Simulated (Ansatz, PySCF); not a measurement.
AsF2H3Si, SMILES [SiH](F)([AsH2])F. Atoms are numbered in the order given.

```xyz
7

Si    -1.0123    -0.3584     0.0000
F     -1.6646     0.3493    -1.3035
F     -1.6646     0.3493     1.3035
As     1.3044     0.1002     0.0000
H     -1.4361    -1.7785     0.0000
H      1.5194    -0.9417     1.1017
H      1.5194    -0.9417    -1.1017
```

Geometry optimised at B3LYP-D3(BJ)/def2-SVP.

Two levels are set side by side: PBE-D3(BJ)/def2-SVP (Ansatz, a quantum-chemistry and plane-wave program) and B3LYP-D3(BJ)/def2-SVP (Ansatz). Each level has its own optimised geometry; the coordinates shown are those of the second. Frequencies come from the Hessian of PySCF at each geometry. Differences are taken from unrounded values.

```tsv
quantity	B3LYP-D3(BJ)	PBE-D3(BJ)	PBE-D3(BJ) minus B3LYP-D3(BJ)
mean bond length (Å)	1.691	1.702	0.011
bond Si1–F2 (Å)	1.620	1.632	0.012
bond Si1–F3 (Å)	1.620	1.632	0.012
bond Si1–As4 (Å)	2.362	2.365	0.003
bond Si1–H5 (Å)	1.482	1.497	0.015
bond As4–H6 (Å)	1.532	1.542	0.011
bond As4–H7 (Å)	1.532	1.542	0.011
highest harmonic wavenumber (cm⁻¹)	2264	2192	-72
mean harmonic wavenumber (cm⁻¹)	897	869	-28
zero-point energy (kcal/mol)	19.24	18.63	-0.61
```

Exact exchange shortens and stiffens bonds; PBE has none. Differences between two approximate levels are no errors against the true value.
